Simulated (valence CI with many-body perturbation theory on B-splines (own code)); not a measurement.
**E1 line list for Ti⁷⁺**

Level of theory: relativistic CI+MBPT: five valence electrons over a frozen Dirac-Fock core [Ne], radial functions for each j: 9 s, 9 p, 8 d, 6 f, 3 g, 1 h, with the one-electron correlation potential Σ1, the two-electron term Σ2, the three-electron term Σ3, Breit, model QED; selected CI, second order for the rest, scaled by the run's own slope (own B-spline code, finite nucleus).

Against 6 measured levels this calculation errs by 127 cm⁻¹ on average and by 215 at most. These come from a selection out of Corliss and Sugar, J. Phys. Chem. Ref. Data 8, 1 (1979). Levels without a partner in it may be off by more. Among the levels kept, up to 730 cm⁻¹ of a level comes from second order outside the variational space, and about a tenth of that is noise between levels of different J, which matters for small intervals.

Lines 151 to 175 of 175 in falling wavelength, among levels below 57.014 eV, chosen from the strongest by gf and those to the six lowest levels. Wavelengths and rates use the calculated energies, so an error of 100 cm⁻¹ moves a line at 267.2 Å by 0.027 % and its rate by three times that or more. Electric multipoles are in the length gauge, E1 and E2 with the static RPA response of the core. Weak lines are less certain than strong ones. Lines between different terms over intervals too small for the method are left out, as are lines whose strength nearly cancels.

Names give the largest LS component (configuration and term), which can be under half, so a name can repeat, a term be missing and a line seem to break the LS rules; names also repeat where a configuration has a term twice. Letters in brackets count levels of one name in rising energy.

| λ vac (Å) | Upper | Lower | A (s⁻¹) | log gf | Branch % |
| --- | --- | --- | --- | --- | --- |
| 267.2 | 3s²3p²3d ⁴P_1/2 | 3s²3p³ ⁴S°_3/2 | 6.20e+10 | 0.12 | 99.1 |
| 263.5 | 3s²3p²3d ²D_3/2 [a] | 3s²3p³ ⁴S°_3/2 | 8.27e+08 | -1.46 | 8.7 |
| 263.3 | 3s²3p²3d ²D_5/2 [c] | 3s²3p³ ²P°_3/2 | 6.55e+10 | 0.61 | 97.3 |
| 262.5 | 3s²3p²3d ²D_3/2 [c] | 3s²3p³ ²P°_3/2 | 1.28e+10 | -0.28 | 19.3 |
| 262.4 | 3s²3p²3d ²P_1/2 [c] | 3s²3p³ ²D°_3/2 | 1.05e+09 | -1.66 | 2.1 |
| 261.5 | 3s²3p²3d ²D_3/2 [c] | 3s²3p³ ²P°_1/2 | 5.35e+10 | 0.34 | 80.3 |
| 261.3 | 3s²3p²3d ²P_3/2 [c] | 3s²3p³ ²D°_5/2 | 1.54e+08 | -2.20 | 0.3 |
| 260.6 | 3s²3p²3d ²P_3/2 [c] | 3s²3p³ ²D°_3/2 | 3.62e+08 | -1.83 | 0.7 |
| 260.4 | 3s²3p²3d ²D_5/2 [a] | 3s²3p³ ⁴S°_3/2 | 9.26e+08 | -1.25 | 6.7 |
| 259.5 | 3s²3p²3d ²S_1/2 | 3s²3p³ ²D°_3/2 | 1.99e+09 | -1.40 | 4.3 |
| 259.1 | 3s²3p²3d ²F_5/2 [b] | 3s²3p³ ²D°_5/2 | 4.87e+09 | -0.53 | 6.5 |
| 258.4 | 3s²3p²3d ²F_7/2 [b] | 3s²3p³ ²D°_5/2 | 7.55e+10 | 0.78 | 100.0 |
| 258.4 | 3s²3p²3d ²F_5/2 [b] | 3s²3p³ ²D°_3/2 | 7.05e+10 | 0.63 | 93.5 |
| 250.1 | 3s²3p²3d ²D_5/2 [b] | 3s²3p³ ⁴S°_3/2 | 3.91e+07 | -2.66 | 0.1 |
| 249.8 | 3s²3p²3d ²D_3/2 [b] | 3s²3p³ ⁴S°_3/2 | 2.44e+06 | -4.04 | 0.0 |
| 248.6 | 3s²3p²3d ²D_5/2 [c] | 3s²3p³ ²D°_5/2 | 1.71e+09 | -1.02 | 2.5 |
| 248.0 | 3s²3p²3d ²D_5/2 [c] | 3s²3p³ ²D°_3/2 | 4.22e+05 | -4.63 | 0.0 |
| 247.9 | 3s²3p²3d ²D_3/2 [c] | 3s²3p³ ²D°_5/2 | 8.63e+07 | -2.50 | 0.1 |
| 247.2 | 3s²3p²3d ²D_3/2 [c] | 3s²3p³ ²D°_3/2 | 1.64e+08 | -2.22 | 0.2 |
| 241.9 | 3s²3p²3d ²P_1/2 [c] | 3s²3p³ ⁴S°_3/2 | 8.84e+06 | -3.81 | 0.0 |
| 240.3 | 3s²3p²3d ²P_3/2 [c] | 3s²3p³ ⁴S°_3/2 | 1.48e+07 | -3.29 | 0.0 |
| 239.3 | 3s²3p²3d ²S_1/2 | 3s²3p³ ⁴S°_3/2 | 6.92e+05 | -4.93 | 0.0 |
| 238.4 | 3s²3p²3d ²F_5/2 [b] | 3s²3p³ ⁴S°_3/2 | 2.52e+07 | -2.89 | 0.0 |
| 229.5 | 3s²3p²3d ²D_5/2 [c] | 3s²3p³ ⁴S°_3/2 | 1.13e+08 | -2.27 | 0.2 |
| 228.9 | 3s²3p²3d ²D_3/2 [c] | 3s²3p³ ⁴S°_3/2 | 1.87e+07 | -3.23 | 0.0 |
